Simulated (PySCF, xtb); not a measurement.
Be(Et)(SeH) (C₂H₆BeSe), SMILES C[CH2][Be][SeH]. One conformer was computed; it need not be the lowest.

Harmonic wavenumbers (cm⁻¹) from GFN2-xTB (xtb 6.7.1) at its own minimum, in rising order: 12, 69, 96, 212, 249, 333, 370, 514, 889, 933, 1008, 1042, 1239, 1273, 1421, 1494, 1515, 1518, 2153, 2900, 2934, 2998, 3032, 3039.

Task: What does TPSSh-D3(BJ)/def2-SVP run with PySCF give at its own minimum? (The exact figures need the calculation; the answer reports its results.)

Result: 47, 96, 140, 257, 313, 421, 518, 638, 918, 947, 964, 1051, 1244, 1253, 1405, 1424, 1493, 1504, 2416, 2978, 3014, 3017, 3089, 3100. Paired by order, the mean absolute difference is 57 cm⁻¹ and the zero-point energies are 44.7 and 46.1 kcal/mol.
